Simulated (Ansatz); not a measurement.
`C[CH2][GeH]` → `[GeH2]` + `C=C`  (β-hydride elimination)

Calculated with Ansatz (gas phase, PBE0-D4/def2-TZVP geometries, no zero-point term in ΔE). CCSD(T)/CBS is the MP2 limit (def2-TZVPP, def2-QZVPP) plus CCSD(T) − MP2 in def2-TZVPP, frozen cores. This one scheme is used for every species. Functionals use def2-TZVPP. B3LYP here is the variant with VWN-RPA as its local correlation; programs differ in this. For Ge outer-core shells are correlated without core-valence functions, which leaves a few kJ/mol of doubt a bond. Scalar relativity is left out up to krypton.

Is it downhill or uphill in electronic energy at CCSD(T)/CBS, and by how much? (An estimate is asked.)

Computed: Uphill: ΔE = +1.38 eV.

What do these levels give: PBE-D4, B3LYP-D4, BHLYP-D4, ωB97M-V, B2PLYP, PBE, revPBE, r2SCAN0, LC-ωPBE, CCSD/def2-SVP, SCS-MP2/def2-TZVPP, CCSD(T)/def2-TZVPP? (An estimate is asked.)

The calculation gave: PBE-D4 1.45, B3LYP-D4 1.27, BHLYP-D4 1.34, ωB97M-V 1.36, B2PLYP 1.26, PBE 1.37, revPBE 1.19, r2SCAN0 1.48, LC-ωPBE 1.51, CCSD/def2-SVP 1.26, SCS-MP2/def2-TZVPP 1.34, CCSD(T)/def2-TZVPP 1.33 eV.

Largest T1 diagnostic among the species: 0.012.

From r2SCAN to r2SCAN0 (25 % exact exchange), in def2-TZVPP and without D4, ΔE moves by +0.05 eV. At CCSD(T), def2-SVP lies −0.12 eV from the extrapolated value and def2-TZVPP −0.05 eV.
